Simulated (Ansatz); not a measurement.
Geometry optimisation, RKS PBE/def2-SVP (Ansatz).

input.yaml

```yaml
crystal:
  periodic: [false, false, false]
  atoms:
    - { symbol: B, position_ang: [-0.053264, 0.424305, -0.42062] }
    - { symbol: Cl, position_ang: [-0.149993, 0.149932, 2.635337] }
    - { symbol: F, position_ang: [0.96672, -0.449873, -0.494388] }
    - { symbol: "N", position_ang: [-1.335917, 0.055263, -0.839418] }
    - { symbol: H, position_ang: [-1.562013, -0.891462, -1.14715] }
    - { symbol: H, position_ang: [-2.129117, 0.693901, -0.82954] }
    - { symbol: H, position_ang: [0.171561, 1.558649, -0.080008] }
    - { symbol: H, position_ang: [-0.062177, 1.109185, 1.707087] }
basis:
  gaussian: { orbitals: def2-SVP }
hamiltonian:
  xc: pbe
relax:
  f_tol: 0.03
  max_steps: 50
output:
  orbitals: {}
```

Run as:

```bash
$ ansatz run input.yaml --threads 1 --pin off --max-ram 2048MiB --backend cpu --events-out ev --progress --plain --runs-dir out
```

Problem. Where does it end, and by what steps?

Solution. The forces met the threshold. After 11 steps the energy has fallen by 0.078 eV; Cl2 moved furthest, 0.53 Å.

| step | energy less start (eV) | largest force component (eV/Å) | accepted |
| --- | --- | --- | --- |
| 0 | 0.0000 | 0.655 | yes |
| 1 | -0.0373 | 0.744 | yes |
| 2 | -0.0194 | 0.886 | no |
| 3 | -0.0579 | 0.412 | yes |
| 4 | -0.0665 | 0.221 | yes |
| 5 | -0.0729 | 0.170 | yes |
| 6 | -0.0767 | 0.050 | yes |
| 7 | -0.0765 | 0.125 | no |
| 8 | -0.0777 | 0.036 | yes |
| 9 | -0.0781 | 0.057 | yes |
| 10 | -0.0782 | 0.044 | yes |
| 11 | -0.0784 | 0.016 | yes |

```xyz
8
Properties=species:S:1:pos:R:3
B -0.031 0.369 -0.534
Cl -0.270 0.518 3.004
F 0.999 -0.437 -0.844
N -1.336 0.033 -0.898
H -1.568 -0.832 -1.389
H -2.140 0.615 -0.667
H 0.201 1.417 0.054
H -0.008 0.966 1.806
```

Whether the end is a true minimum wasn't checked by a vibrational analysis.

Time of the run: 14 s on 1 thread of Intel(R) Xeon(R) 6975P-C (Granite Rapids), on a shared host, peak memory 0.16 GiB.
